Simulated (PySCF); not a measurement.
Vertical excitation energies

Compound: C₁₀H₁₁F.
Bonds: C1–C2, C2–C3 (aromatic), C3–C4 (aromatic), C4–F5, C4–C6 (aromatic), C6–C7 (aromatic), C7–C8 (aromatic), C7–C9, C9–C10, C10–C11, C2–C8 (aromatic), C6–C11. Hydrogens: H12, H13, H14 on C1; H15 on C3; H16 on C8; H17, H18 on C9; H19, H20 on C10; H21, H22 on C11.

Method: PySCF, TDDFT wB97X-D/def2-SVPD, vertical, gas phase, core orbitals frozen in the response. Geometry: PBE0-D3(BJ)/def2-SVP, one conformer, isolated molecule.

Question: What does the calculation give for the low-lying excited states?

Answer: 

```csv
state,E (eV),ν̃ (cm⁻¹),f,|μ| (D),"main configurations (H = HOMO, L = LUMO)"
S1,5.26,42460,0.0025,0.35,"H→L (57%), H-1→L+1 (40%)"
S2,5.91,47670,0.022,0.98,"H→L+1 (59%), H-1→L (39%)"
S3,6.69,53950,0.533,4.58,"H-1→L+1 (47%), H→L (34%)"
S4,6.71,54100,0.685,5.19,"H-1→L (50%), H→L+1 (30%), H-1→L+1 (9%)"
S5,6.91,55710,0.029,1.06,H→L+2 (80%)
S6,7.12,57420,0.0023,0.29,H-1→L+2 (83%)
S7,7.48,60310,0.0010,0.19,H→L+3 (77%)
S8,7.76,62560,0.0030,0.32,"H-1→L+3 (56%), H→L+4 (13%)"
S9,7.93,63990,0.0025,0.29,"H→L+4 (48%), H-1→L+4 (35%)"
S10,8.03,64800,0.010,0.57,"H-1→L+4 (33%), H-1→L+3 (21%), H→L+4 (18%)"
```

Triplets, Tamm–Dancoff:

```csv
state,E (eV),λ (nm),"main configurations (H = HOMO, L = LUMO)"
T1,4.07,304.3,"H→L+1 (54%), H-1→L (38%)"
T2,4.65,266.5,"H→L (73%), H-1→L+1 (16%)"
T3,4.70,263.5,"H-1→L (52%), H→L+1 (37%)"
T4,5.08,244.1,"H-1→L+1 (76%), H→L (20%)"
```

The lowest singlet comes at 236 nm (508 kJ/mol) in the ultraviolet; it is very weak; its leading configuration is HOMO→LUMO (57%). The most intense listed level is S4 at 6.71 eV (185 nm, f = 0.685), 1.44 eV above S1. Löwdin shares by element: HOMO carbon 59% or more (atoms not listed hold the other 41%); LUMO carbon 64% or more (atoms not listed hold the other 36%). Orbital energies (eV): HOMO-3 -11.49, HOMO-2 -11.10, HOMO-1 -8.69, HOMO -8.44, LUMO 1.56, LUMO+1 1.61, LUMO+2 2.34. Of the 10 states listed, 5 reach f = 0.01 and none stays under 0.0005. Weighted by f, the mean energy of these states is 6.70 eV. No computed singlet lies in the visible range (380 to 750 nm); the lowest, at 236 nm, stands 2.00 eV above its violet end (3.26 eV). The window holds the lowest 10 singlets.
